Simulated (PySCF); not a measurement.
Compound: C7H15P.
Numbering: `[CH2:1]=[P@@:2]1([CH:3]([CH3:4])[CH3:5])[CH2:6][C@H:7]1[CH3:8]` (hydrogens: H9, H10 on C1; H11 on C3; H12, H13, H14 on C4; H15, H16, H17 on C5; H18, H19 on C6; H20 on C7; H21, H22, H23 on C8)

All values: PBE0/pcSseg-1 (PySCF, non-relativistic), on one gas-phase PBE0-D3(BJ)/def2-SVP geometry that isn't relaxed in the solvent. The solvent is an IEF-PCM continuum (van der Waals radii × 1.2). Specific hydrogen bonds and non-electrostatic terms are outside this model.

Gas phase at PBE0/pcSseg-1: HOMO -4.94 eV, LUMO 0.75 eV, dipole 2.86 D.

Q: What does the continuum do to the energy, the frontier levels and the dipole at PBE0/pcSseg-1 in chloroform?

A: 
```csv
solvent,ε,E(solvent) − E(gas) (kcal/mol),polarisation term (kcal/mol),distortion of the solute (kcal/mol),HOMO (eV),LUMO (eV),dipole (D)
chloroform,4.711,-3.53,-4.11,0.58,-5.14,0.80,3.85
```

Polarisation term: ½ Σ q·V over the induced surface charges. Distortion: the rise of the solute's own energy as its density leaves the gas-phase optimum.

Q: Which radius a makes the point-dipole formula ΔE = −[(ε − 1)/(2ε + 1)]·μ²/a³ give the value in chloroform, with the gas-phase dipole?

A: μ = 1.125 au and |ΔE| = 0.00562 Eh give a = 2.28 Å; the farthest nucleus lies 3.84 Å from the centroid of the nuclei, so such a sphere wouldn't even hold the nuclei. The formula assumes a rigid point dipole at the centre of a sphere.

Q: Which Mulliken charges (PBE0/pcSseg-1) respond most in chloroform (means over atoms taken as equivalent)?

A: 
```
      atoms                     environment  gas (e)  solvent (e)  change
         C1      carbon bonded to P and 2 H   -0.604       -0.674  -0.070
         P2        phosphorus bonded to 4 C   +0.453       +0.476  +0.023
        H19              methylene hydrogen   +0.153       +0.168  +0.015
        H20                methine hydrogen   +0.148       +0.162  +0.014
        H11                methine hydrogen   +0.135       +0.149  +0.014
         C4                   methyl carbon   -0.219       -0.227  -0.008
         C5                   methyl carbon   -0.221       -0.228  -0.007
         C8                   methyl carbon   -0.175       -0.180  -0.005
        H18              methylene hydrogen   +0.164       +0.169  +0.005
         C6  sp3 carbon bound to phosphorus   -0.289       -0.293  -0.004
H15/H16/H17                 methyl hydrogen   +0.124       +0.127  +0.003
     H9/H10              hydrogen on carbon   +0.135       +0.138  +0.003
```

Q: Which Mayer bond orders change most in chloroform?

A: 
```csv
bond,length (Å),gas,solvent,change
C1–P2,1.667,1.647,1.596,-0.051
P2–C3,1.859,0.841,0.855,+0.014
C7–P2,1.830,0.857,0.867,+0.010
P2–C6,1.808,0.939,0.948,+0.009
C3–H11,1.104,0.923,0.919,-0.004
C6–H18,1.094,0.944,0.941,-0.003
C6–H19,1.095,0.932,0.929,-0.003
C6–C7,1.526,0.910,0.908,-0.002
```

On one thread of an Intel Xeon 6975P-C, shared host with 192 logical CPUs at a one-minute load of 56, this took 32 s of wall time and 1.3 GiB of memory at its peak. This is the whole shielding run at PBE0/pcSseg-1 in chloroform, SCF included.

Shape of the structure used: `[CH2:1]=[P@@:2]1([CH:3]([CH3:4])[CH3:5])[CH2:6][C@H:7]1[CH3:8]`: C1–P2–C3–C4 62°.
